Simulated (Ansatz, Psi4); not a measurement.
Molecule: fluoro(fluorosilyl)silane, Si2H4F2, net charge 0, singlet state. SMILES: [SiH2](F)[SiH2]F
Geometry from a B3LYP-D3(BJ)/def2-TZVP (Ansatz, a program for electronic structure) optimisation:
```
Si
F 1 1.6139
H 1 1.4806 2 108.03
H 1 1.4806 3 109.32 2 117.33
Si 1 2.3571 3 111.84 4 124.42
F 5 1.6139 1 107.61 3 -61.50
H 5 1.4806 6 108.03 1 120.92
H 5 1.4806 7 109.32 6 -117.33
```
Charge 0, spin multiplicity 1.

wB97X-D/6-31G* beside other levels, property by property. Conventions: no spin-orbit coupling; open shells spin-unrestricted; atomisation electronic, to ground-state atoms; each state is the SCF solution reached for its charge and spin; 6-31G* and kin with 6d, 5d where marked; non-relativistic; frozen cores in correlated levels; dispersion terms only where a functional's name holds one. Basis-set limits of correlation are two-point, X^-3; Hartree-Fock from the larger set. [CCSD(T)-MP2]/basis is that difference in the basis named. Ab initio and DFT rows: single points at B3LYP-D3(BJ) geometries (Ansatz), with unscaled harmonic terms from B3LYP/6-31G* (Ansatz) at its own minima, enthalpies of formation by atomisation with measured atoms. Sets without +, aug- or the D of def2-TZVPD hold no diffuse functions, which anions need. Levels can end on unlike triplets.

Coupled cluster (Ansatz) is a level with limits of its own, used here on species with T1 under 0.025 (0.045 for open shells) and stable references: (a) RI-MP2/CBS(aug-cc-pV(T+d)Z,aug-cc-pV(Q+d)Z)+[CCSD(T)-MP2]/aug-cc-pV(T+d)Z; (b) CCSD(T)/CBS(aug-cc-pV(T+d)Z,aug-cc-pV(Q+d)Z).

| property | wB97X-D/6-31G* (Psi4) | PBE/6-31G* (Ansatz) | B3LYP/6-31G* (Ansatz) | wB97M-V/def2-TZVPD (Ansatz) | to compare with |
|---|---|---|---|---|---|
| atomisation energy (kcal/mol) | 631.5 | 631.2 | 626.2 | 641.5 | 648.7 coupled cluster (b) |
| vertical ionisation energy to the doublet (eV) | 10.65 | 10.12 | 10.51 | 10.78 | 11.00 coupled cluster (a) |
| enthalpy of formation at 298 K (kcal/mol) | -152.5 | -152.2 | -147.3 | -162.5 | -169.8 coupled cluster (b) |
| H-Si bond dissociation enthalpy at 298 K, to F[SiH][SiH2]F + H atom (kcal/mol) | 90.4 | 85.0 | 89.0 | 90.3 | 91.2 coupled cluster (b) |
| vertical triplet-singlet gap, E(triplet) - E(singlet) (eV) | 5.46 | 4.70 | 5.19 | 5.22 | 5.28 coupled cluster (a) |
| F-Si bond dissociation enthalpy at 298 K, to F[SiH2][SiH2] + F atom (kcal/mol) | 140.1 | 142.0 | 139.4 | 144.5 | 146.6 coupled cluster (b) |
| deprotonation enthalpy (H-Si bond) at 298 K, to F[SiH-][SiH2]F + H+ (kcal/mol) | 366.6 | 360.7 | 365.2 | 353.3 | 359.3 coupled cluster (b) |

As the rows show:
- atomisation energy: wB97X-D/6-31G* lies 17.2 kcal/mol below coupled cluster.
- vertical ionisation energy to the doublet: wB97X-D/6-31G* lies 0.35 eV below coupled cluster.
- enthalpy of formation at 298 K: wB97X-D/6-31G* lies 17.3 kcal/mol above coupled cluster.
- H-Si bond dissociation enthalpy at 298 K, to F[SiH][SiH2]F + H atom: wB97X-D/6-31G* lies 0.8 kcal/mol below coupled cluster.
- vertical triplet-singlet gap, E(triplet) - E(singlet): wB97X-D/6-31G* lies 0.18 eV above coupled cluster.
- F-Si bond dissociation enthalpy at 298 K, to F[SiH2][SiH2] + F atom: wB97X-D/6-31G* lies 6.5 kcal/mol below coupled cluster.
- deprotonation enthalpy (H-Si bond) at 298 K, to F[SiH-][SiH2]F + H+: wB97X-D/6-31G* lies 7.3 kcal/mol above coupled cluster.

The properties are those with a value to compare with, at most eight drawn at random. No case is left out for the size of its miss. Left out are saddle points of the reference geometry, anions that the best level run finds unbound, excited spin states, species near biochemistry, 298 K rows of species without real B3LYP wavenumbers, cases with under five habitual levels, runs that failed or that the program found above a lower state of the same kind, table entries that another table contradicts, and a share of species set aside by lot.
